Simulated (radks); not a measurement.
The numbers below are computed, except where a source is named.
Problem. All-electron atom: the mercury ion Hg56+ in [Ar] 3d6. Code: a radial shooting solver on a logarithmic mesh with Libxc functionals. Model: scalar-relativistic Kohn-Sham, PBEsol, spin-polarised, spherical densities, finite nucleus; open shells are filled with parallel spins first (spin-orbit coupling, left out, can overturn this in heavy ions); Fermi nuclear charge, rms radius 5.4648 fm. Some entries of the table are withheld. Estimate them.

orbital,occ.,eigenvalue (eV),<1/r> (bohr^-1),<r> (bohr)
1s up,1,-86770.47,97.50,0.01660
1s down,1,-86770.05,97.50,0.01659
2s up,1,-18321.13,22.97,0.06967
2s down,1,-18300.44,22.99,0.06962
2p up,3,-16310.70,20.36,0.06297
2p down,3,-16293.80,20.38,0.06291
3s up,1,-6764.107,8.887,0.1739
3s down,1,-6740.688,8.866,0.1741
3p up,3,-6176.892,8.132,0.1734
3p down,3,-6153.459,8.111,0.1737
3d up,5,-5624.181,7.650,0.1550
3d down,1,-5594.755,7.637,0.1553
4s up,0,(1),4.523,0.3352
4s down,0,(2),4.512,0.3358
4p up,0,-3214.272,4.223,0.3420
4p down,0,-3206.169,4.213,0.3427
4d up,0,-2992.013,(3),0.3319
4d down,0,-2982.844,(4),0.3328
4f up,0,-2816.368,(5),0.2980
4f down,0,-2805.084,(6),0.2993

Solution. 
(1) 4s up eigenvalue (eV): -3444.626
(2) 4s down eigenvalue (eV): -3436.369
(3) 4d up <1/r> (bohr^-1): 4.004
(4) 4d down <1/r> (bohr^-1): 3.996
(5) 4f up <1/r> (bohr^-1): 3.810
(6) 4f down <1/r> (bohr^-1): 3.792
